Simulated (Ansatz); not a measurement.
Frontier orbitals of B$_{2}$F$_{3}$H, SMILES `FBB(F)F`.

```csv
atom,x (Å),y (Å),z (Å)
F1,-0.2638,-1.0997,1.5256
B2,0.4273,-0.4980,0.5728
B3,-0.3844,0.4921,-0.5742
F4,-0.5494,1.7886,-0.3823
F5,-0.8436,0.0058,-1.7134
H6,1.6138,-0.6890,0.5716
```

Total charge 0; spin multiplicity 1. The structure was optimised at the PBE0-D4/def2-TZVP level. It is one conformer, not always the lowest. Basis def2-TZVPP, the Gaussian-basis code of Ansatz.

```tsv
functional	HOMO (eV)	LUMO (eV)	gap (eV)
PBE	-7.35	-2.65	4.70
r2SCAN	-7.68	-2.29	5.39
PBE0	-8.93	-1.64	7.29
B3LYP	-8.74	-1.89	6.85
r2SCAN0	-9.15	-1.42	7.73
HSE06 (plane-wave form)	-8.52	-2.02	6.50
ωB97X-V	-11.40	0.66	12.06
ωB97M-V	-11.23	0.38	11.61
```

Against PBE, PBE0 changes HOMO and LUMO by −1.59 and +1.02 eV, ωB97M-V by −3.89 and +3.04 eV. A gap of 4.69 eV thus becomes 11.62 eV for the same molecule, so an orbital gap means little without its functional. A positive LUMO is unbound and depends on the basis.

B3LYP here is the variant with VWN-RPA as its local correlation; programs differ in this.
